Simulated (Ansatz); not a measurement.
Steps of a relaxation of C2H7BO (`CBCO`) with RKS PBE0-D4/def2-TZVP.

```sh
$ ansatz run in.yaml --threads 2 --pin off --events-out ev --progress --plain --max-ram 4352MiB
```

```yaml
crystal:
  periodic: [false, false, false]
  atoms:
    - {symbol: C, position_ang: [-0.515314, 1.505621, 0.251032]}
    - {symbol: B, position_ang: [-0.220013, 0.126203, -0.428777]}
    - {symbol: C, position_ang: [0.569524, -1.015402, 0.288171]}
    - {symbol: O, position_ang: [0.948972, -2.173681, -0.430180]}
    - {symbol: H, position_ang: [-1.595692, 1.761572, 0.194095]}
    - {symbol: H, position_ang: [-0.170121, 1.608825, 1.299223]}
    - {symbol: H, position_ang: [-0.013019, 2.294689, -0.356077]}
    - {symbol: H, position_ang: [-0.669596, -0.086739, -1.552489]}
    - {symbol: H, position_ang: [-0.105858, -1.261299, 1.165899]}
    - {symbol: H, position_ang: [1.470642, -0.595271, 0.798581]}
    - {symbol: H, position_ang: [0.365874, -2.221418, -1.208879]}
basis:
  gaussian: {orbitals: def2-TZVP}
hamiltonian: {xc: pbe0, dispersion: d4}
relax: {f_tol: 0.005, max_steps: 150}
```

Positions (Å) and forces (eV/Å) along the path, 11 of 19 steps:

```xyz
11
step=1 energy=-4907.1279 eV
C    -0.515    1.506    0.251   -0.039    0.285    0.033
B    -0.220    0.126   -0.429   -0.123   -0.115   -0.265
C     0.570   -1.015    0.288    0.038    0.403    0.720
O     0.949   -2.174   -0.430   -0.594    0.224   -0.412
H    -1.596    1.762    0.194    0.510   -0.140    0.050
H    -0.170    1.609    1.299   -0.167   -0.060   -0.499
H    -0.013    2.295   -0.356   -0.211   -0.356    0.294
H    -0.670   -0.087   -1.552    0.183    0.083    0.409
H    -0.106   -1.261    1.166    0.351   -0.030   -0.500
H     1.471   -0.595    0.799   -0.395   -0.270   -0.336
H     0.366   -2.221   -1.209    0.450   -0.024    0.506
11
step=3 energy=-4907.1741 eV
C    -0.515    1.499    0.244    0.031    0.000   -0.010
B    -0.219    0.128   -0.429   -0.096   -0.035    0.034
C     0.560   -0.999    0.301   -0.011    0.042    0.042
O     0.922   -2.158   -0.421   -0.005   -0.035   -0.006
H    -1.579    1.751    0.188   -0.014   -0.008   -0.008
H    -0.181    1.589    1.279    0.008    0.002    0.020
H    -0.012    2.279   -0.343    0.010    0.025   -0.007
H    -0.654   -0.090   -1.533    0.027    0.011   -0.039
H    -0.089   -1.263    1.163    0.009   -0.010   -0.001
H     1.464   -0.595    0.774    0.040    0.017    0.008
H     0.369   -2.199   -1.204    0.002   -0.008   -0.032
11
step=5 energy=-4907.1744 eV rejected
C    -0.517    1.496    0.245    0.003   -0.058   -0.041
B    -0.241    0.123   -0.437    0.130   -0.095    0.232
C     0.539   -1.005    0.308   -0.008    0.042   -0.019
O     0.869   -2.197   -0.380   -0.059    0.063   -0.066
H    -1.579    1.755    0.188   -0.016    0.015    0.004
H    -0.186    1.572    1.283   -0.001    0.003    0.009
H    -0.006    2.276   -0.335    0.001    0.017   -0.003
H    -0.643   -0.067   -1.554   -0.010   -0.041   -0.085
H    -0.058   -1.254    1.206   -0.025    0.051   -0.006
H     1.465   -0.578    0.726   -0.023    0.026   -0.016
H     0.422   -2.178   -1.228    0.008   -0.023   -0.010
11
step=6 energy=-4907.1765 eV
C    -0.521    1.494    0.246    0.026   -0.002   -0.035
B    -0.230    0.121   -0.425   -0.004   -0.012    0.047
C     0.554   -1.002    0.308   -0.017   -0.007   -0.039
O     0.888   -2.176   -0.410    0.005    0.041    0.075
H    -1.580    1.760    0.173   -0.013   -0.002   -0.001
H    -0.201    1.582    1.286   -0.001   -0.007    0.013
H     0.001    2.268   -0.334   -0.004    0.011    0.002
H    -0.637   -0.089   -1.541   -0.002    0.007   -0.018
H    -0.061   -1.256    1.195    0.009   -0.018   -0.003
H     1.473   -0.582    0.743    0.010   -0.018   -0.015
H     0.379   -2.177   -1.222   -0.009    0.007   -0.025
11
step=8 energy=-4907.1772 eV
C    -0.521    1.494    0.245    0.013   -0.007    0.002
B    -0.229    0.121   -0.425   -0.011   -0.004   -0.004
C     0.549   -1.004    0.311    0.013   -0.010    0.007
O     0.866   -2.188   -0.397   -0.010    0.018    0.018
H    -1.582    1.753    0.174   -0.003   -0.002   -0.007
H    -0.204    1.578    1.286    0.002    0.004    0.001
H    -0.003    2.273   -0.332   -0.006    0.004    0.004
H    -0.626   -0.084   -1.546    0.004    0.003   -0.001
H    -0.051   -1.250    1.209    0.000   -0.005   -0.004
H     1.477   -0.583    0.727   -0.002   -0.004   -0.011
H     0.390   -2.167   -1.230    0.001    0.002   -0.006
11
step=10 energy=-4907.1774 eV rejected
C    -0.518    1.494    0.244    0.000    0.027   -0.004
B    -0.215    0.124   -0.428   -0.011   -0.027   -0.002
C     0.535   -1.013    0.319    0.002    0.030    0.026
O     0.792   -2.223   -0.366   -0.101    0.032   -0.224
H    -1.591    1.714    0.190    0.015   -0.008    0.003
H    -0.193    1.583    1.282   -0.002    0.002    0.001
H    -0.042    2.294   -0.338   -0.007   -0.013    0.007
H    -0.575   -0.064   -1.565    0.012   -0.002    0.006
H    -0.035   -1.227    1.242    0.010    0.002   -0.016
H     1.488   -0.597    0.692   -0.010   -0.005    0.000
H     0.419   -2.142   -1.251    0.092   -0.038    0.205
11
step=12 energy=-4907.1778 eV
C    -0.520    1.494    0.245    0.006    0.001   -0.001
B    -0.222    0.122   -0.426   -0.013   -0.007    0.003
C     0.542   -1.009    0.315    0.004    0.005    0.004
O     0.829   -2.205   -0.383   -0.005   -0.001   -0.003
H    -1.586    1.735    0.179   -0.002   -0.004    0.000
H    -0.201    1.580    1.285    0.000    0.002    0.002
H    -0.020    2.282   -0.334    0.000    0.004   -0.001
H    -0.601   -0.074   -1.555    0.006    0.001   -0.002
H    -0.041   -1.239    1.226    0.001    0.001   -0.003
H     1.483   -0.589    0.709    0.000   -0.002   -0.001
H     0.402   -2.154   -1.240    0.002    0.000    0.001
11
step=13 energy=-4907.1779 eV
C    -0.519    1.494    0.244    0.004    0.005   -0.010
B    -0.216    0.123   -0.427    0.000    0.000    0.003
C     0.537   -1.012    0.318    0.006   -0.007    0.009
O     0.799   -2.219   -0.371   -0.044    0.028   -0.077
H    -1.591    1.718    0.186    0.003   -0.003    0.003
H    -0.197    1.584    1.284    0.000    0.000    0.001
H    -0.037    2.291   -0.337   -0.004   -0.004    0.006
H    -0.576   -0.065   -1.564    0.001   -0.001    0.001
H    -0.033   -1.230    1.239    0.003    0.002   -0.006
H     1.488   -0.595    0.694   -0.007   -0.002   -0.003
H     0.410   -2.145   -1.247    0.039   -0.017    0.075
11
step=14 energy=-4907.1771 eV rejected
C    -0.517    1.497    0.243   -0.011   -0.026    0.032
B    -0.218    0.125   -0.426    0.029   -0.009   -0.006
C     0.534   -1.011    0.319   -0.009   -0.015   -0.094
O     0.798   -2.217   -0.372   -0.011   -0.059    0.001
H    -1.590    1.716    0.188   -0.021    0.012   -0.006
H    -0.197    1.584    1.284    0.010    0.004    0.005
H    -0.039    2.296   -0.335    0.008    0.015   -0.018
H    -0.576   -0.066   -1.562   -0.009    0.006   -0.012
H    -0.034   -1.227    1.242   -0.015   -0.033    0.002
H     1.486   -0.599    0.692    0.033    0.042    0.022
H     0.418   -2.156   -1.252   -0.004    0.064    0.075
11
step=15 energy=-4907.1780 eV
C    -0.519    1.494    0.244    0.005    0.002   -0.001
B    -0.216    0.124   -0.427    0.001   -0.002    0.000
C     0.537   -1.012    0.318   -0.001   -0.005   -0.005
O     0.800   -2.218   -0.372   -0.016    0.006   -0.028
H    -1.590    1.717    0.189   -0.001   -0.002    0.001
H    -0.194    1.584    1.283   -0.001    0.000    0.001
H    -0.039    2.292   -0.337   -0.002    0.000    0.000
H    -0.576   -0.065   -1.564    0.000    0.000    0.000
H    -0.035   -1.230    1.238    0.001    0.000   -0.001
H     1.487   -0.596    0.696   -0.001    0.002    0.000
H     0.411   -2.147   -1.247    0.014    0.000    0.033
11
step=19 energy=-4907.1781 eV
C    -0.515    1.495    0.243    0.001    0.001    0.001
B    -0.207    0.127   -0.430    0.001    0.000   -0.002
C     0.531   -1.014    0.320   -0.001    0.000    0.000
O     0.776   -2.228   -0.363    0.001    0.001    0.001
H    -1.593    1.693    0.206    0.000   -0.001    0.000
H    -0.180    1.590    1.278    0.000    0.000    0.000
H    -0.065    2.305   -0.345    0.000    0.000    0.000
H    -0.551   -0.055   -1.573    0.000    0.000    0.001
H    -0.037   -1.223    1.244    0.000    0.000    0.000
H     1.487   -0.603    0.690    0.000    0.000    0.000
H     0.420   -2.143   -1.250   -0.001    0.000   -0.001
```

Hardware: 2 threads of an Arm Neoverse V2 on a shared host. Wall time 55 s, peak host memory 0.31 GiB.
